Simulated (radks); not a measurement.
Results of a calculation; reference values are marked as such.
Effect of the nuclear size on the potassium ion K+, [Ar]. Code: a radial shooting solver on a logarithmic mesh with Libxc functionals. Model: Dirac Kohn-Sham, BLYP, spin-unpolarised, spherical densities, finite nucleus; Fermi nuclear charge, rms radius 3.4349 fm. The rms radius is varied about that value; shifts are against it.

rms radius (fm)  total energy shift (eV)  density at nucleus (e/bohr^3)  1s1/2 shift (meV)  2s1/2 shift (meV)
2.8372                          -0.00751                           5216              -3.17             -0.246
3.1979                          -0.00314                           5201              -1.33             -0.103
3.4349                                 0                           5193              0.000              0.000
3.6444                           0.00296                           5186               1.25              0.097
3.8299                           0.00573                           5179               2.41              0.188

Slopes of the eigenvalues against <r^2> in GHz/fm^2, as finite differences over the two radii next to the reference (eigenvalue slopes, not the field-shift constants of lines): 1s1/2 204, 2s1/2 15.8.
